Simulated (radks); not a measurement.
The numbers below are computed, except where a source is named.
Trend from Sc to Kr: ionisation energy by Delta-SCF between NIST ground configurations, and size. Code: a radial shooting solver on a logarithmic mesh with Libxc functionals. Model: scalar-relativistic Kohn-Sham, SCAN, spin-polarised, spherical densities, finite nucleus; open shells are filled with parallel spins first; meta-GGA in the generalised Kohn-Sham scheme; Fermi nuclear charge, rms radius of each element as measured or else 0.836 A^(1/3) + 0.57 fm.

| species | configuration | IE (eV) | NIST (eV) | kind | -e(HOMO) (eV) | outermost | <r> outermost (bohr) | r at 0.001 e/bohr^3 (bohr) |
|---|---|---|---|---|---|---|---|---|
| Sc | [Ar] 3d1 4s2 | 6.202 | 6.561 | exp. | 3.380 (3d) | 4s | 3.85 | 5.00 |
| Cr | [Ar] 3d5 4s1 | 7.596 | 6.767 | exp. | 3.897 (3d) | 4s | 3.22 | 4.38 |
| Cu | [Ar] 3d10 4s1 | 8.420 | 7.726 | exp. | 4.944 (3d) | 4s | 2.85 | 4.07 |
| Br | [Ar] 3d10 4s2 4p5 | 11.971 | 11.814 | exp. | 7.644 (4p) | 4p | 2.11 | 4.13 |
| Kr | [Kr] | 14.424 | 14.000 | exp. | 9.655 (4p) | 4p | 1.93 | 4.01 |

Reference values: NIST Atomic Spectra Database (measured). Open shells are spherical and high-spin; term and fine-structure splittings are not resolved.
